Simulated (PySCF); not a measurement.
**Br³³⁺ (bromine, charge +33): Hartree-Fock from Schrödinger to Dirac-Coulomb-Breit**

Occupied: 1s1/2. Hartree-Fock calculated with PySCF 2.14 in an uncontracted even-tempered set (19 s from 4.2 bohr⁻², ratio 2.3; 14 p from 5.1 bohr⁻², ratio 2.3), Gaussian nucleus throughout. NR is non-relativistic, sf-X2C the spin-free one-electron X2C Hamiltonian, X2C adds the bare one-electron spin-orbit term, X2C-SNSO screens it by Boettger's factors, DC is four-component Dirac-Coulomb, and the Gaunt and Breit terms are added at first order (total energies over the DC spinors, levels after relaxing the spinors in that mean field). QED terms are absent. Levels marked empty are virtual spinors of this ion.

```json
{"Hamiltonian": "NR", "E (hartree)": "-1203.2236"}
{"Hamiltonian": "sf-X2C", "E (hartree)": "-1223.0544"}
{"Hamiltonian": "X2C", "E (hartree)": "-1223.0544"}
{"Hamiltonian": "X2C-SNSO", "E (hartree)": "-1223.0544"}
{"Hamiltonian": "DC", "E (hartree)": "-1223.3321"}
{"Hamiltonian": "DC+Gaunt", "E (hartree)": "-1222.7656"}
{"Hamiltonian": "DC+Breit", "E (hartree)": "-1222.7656"}
```

```json
{"level (eV)": "1s1/2", "NR": "-16076.1", "sf-X2C": "-16335.0", "X2C": "-16335.0", "X2C-SNSO": "-16335.0", "DC": "-16342.4", "DC+Gaunt": "-16327.2", "DC+Breit": "-16327.2"}
{"level (eV)": "2s1/2 (empty)", "NR": "-3794.5", "sf-X2C": "-3870.8", "X2C": "-3870.8", "X2C-SNSO": "-3870.8", "DC": "-3871.5", "DC+Gaunt": "-3869.9", "DC+Breit": "-3870.1"}
{"level (eV)": "2p1/2 (empty)", "NR": "-3730.3", "sf-X2C": "-3762.2", "X2C": "-3804.2", "X2C-SNSO": "-3803.0", "DC": "-3802.5", "DC+Gaunt": "-3799.1", "DC+Breit": "-3799.6"}
{"level (eV)": "2p3/2 (empty)", "NR": "-3730.3", "sf-X2C": "-3762.2", "X2C": "-3742.4", "X2C-SNSO": "-3742.9", "DC": "-3743.5", "DC+Gaunt": "-3741.7", "DC+Breit": "-3742.2"}
{"level (eV)": "3s1/2 (empty)", "NR": "-1671.3", "sf-X2C": "-1698.0", "X2C": "-1698.0", "X2C-SNSO": "-1698.0", "DC": "-1698.2", "DC+Gaunt": "-1697.7", "DC+Breit": "-1697.8"}
```

Question: How large are the two-electron picture-change error of X2C and the Breit correction in the total energy?

Answer: X2C-1e lies 0.2777 hartree above Dirac-Coulomb; Gaunt adds 0.5665 and the full Breit term 0.5665 hartree.

```json
{"interval (eV)": "2p3/2 − 2p1/2", "X2C": "61.86", "X2C-SNSO": "60.06", "DC": "58.97", "DC+Gaunt": "57.40", "DC+Breit": "57.40"}
```

Weight of the small component: 1s1/2 0.0163, 2s1/2 0.00381, 2p1/2 0.00378, 2p3/2 0.00372, 3s1/2 0.00167.

Koopmans' value for the highest occupied level at DC+Breit: 16327.2 eV, against an ionisation energy of 16317.0 eV (theoretical estimate listed by NIST; NIST Atomic Spectra Database, ionization energies); the former lacks relaxation, correlation, QED and recoil.

The whole ladder took 100 s of wall time on 1 thread of Neoverse-N1 (shared host), launched as `OMP_NUM_THREADS=1 python relrun2.py TASK.json OUT` (a driver that calls PySCF for each Hamiltonian).

Dirac-Coulomb iterations, started from the X2C spinors:

```
with_ssss True, with_gaunt False, with_breit False
light speed = 137.03599967994
init E= -1220.83443318002
cycle= 1 E= -1223.33206882918  delta_E= -2.5  |g|= 0.322  |ddm|= 0.0176
cycle= 2 E= -1223.33208092696  delta_E= -1.21e-05  |g|= 0.000854  |ddm|= 0.000108
cycle= 3 E= -1223.33208092718  delta_E= -2.14e-10  |g|= 2.83e-06  |ddm|= 1.2e-06
```
